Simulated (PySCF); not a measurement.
Molecule: `F[Si@H](CCl)O[SiH3]`, CH6ClFOSi2.

Geometry (Å), atoms numbered from 1 in this order:
```xyz
12

F     0.9648    2.2444   -0.5387
Si    0.6877    0.9472    0.3698
C     1.8767   -0.3905   -0.2772
Cl    1.4958   -1.9755    0.4510
O    -0.8323    0.5385    0.1057
Si   -2.1969   -0.3424   -0.0910
H     0.8799    1.3185    1.7536
H     1.8039   -0.5216   -1.3563
H     2.9144   -0.1804   -0.0281
H    -1.8379   -1.5571   -0.8171
H    -2.6830   -0.6226    1.2573
H    -3.0719    0.5408   -0.8550
```

Frames of a GFN2-xTB Langevin trajectory at 200 K; GIAO PBE0/pcSseg-1 shieldings in PySCF, gas phase, non-relativistic; equivalent atoms averaged within each frame.

Chemical shifts δ = σref − σ; CFCl3 for ¹⁹F (σref 170.95); TMS for ²⁹Si (σref 349.16) and ¹³C (σref 186.93) and ¹H (σref 31.72); ³⁵Cl (σref 949.78) vs HCl; ¹⁷O (σref 336.08) vs H2O, all at this level. The references are static minima.

Task: How do the shifts (ppm) fluctuate along the trajectory?

Result: 
```
         time (fs)      F1    Si2    Si6    C3  Cl4    O5    H7  H10/H11/H12    H8    H9
optimised geometry  -157.2  -35.2  -38.2  32.9  -15  40.8  4.80         5.28  3.10  2.85
               250  -147.5  -27.1  -41.9  38.2   22  48.7  5.57         4.95  3.52  3.09
               425  -152.7  -29.6  -30.3  25.4  -45  43.1  5.23         4.84  3.01  2.43
               625  -147.6  -33.6  -40.3  34.5  -17  45.5  4.89         5.48  2.92  2.91
               800  -161.6  -34.2  -34.2  32.6   -9  41.1  5.03         5.80  2.53  2.74
              1000  -138.3  -33.1  -31.9  39.7   -6  44.5  5.23         5.37  3.92  3.26
    mean of frames  -149.6  -31.5  -35.7  34.1  -11  44.6  5.19         5.29  3.18  2.89
standard deviation     8.5    3.1    5.1   5.6   24   2.8  0.26         0.40  0.54  0.32
```

5 frames give an uncertainty of the mean of about the standard deviation over 2.2 at best, since frames this close in time may not be independent; classical motion lacks zero-point vibration, and the reference would need the same averaging.
